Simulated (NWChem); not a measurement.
Species: Zn cation, doublet

All runs: NWChem. Spin-unrestricted. No stability test was run on the SCF state. Total energies compare along this basis series because the functional is fixed.

| level | basis functions | energy (Ha) | highest occupied level (eV) | lowest empty minus highest occupied level, either spin (eV) |
|---|---|---|---|---|
| PBE0/def2-SVP | 31 | -1778.5566 | -14.67 | 3.47 |
| PBE0/def2-SVPD | 34 | -1778.5567 | -14.67 | 3.47 |
| PBE0/def2-TZVP | 48 | -1778.8100 | -15.01 | 3.37 |
| PBE0/def2-TZVPD | 51 | -1778.8101 | -15.01 | 3.37 |
| PBE0/def2-TZVPP | 64 | -1778.8100 | -15.01 | 3.37 |
| PBE0/def2-QZVP | 84 | -1778.8527 | -14.97 | 3.37 |
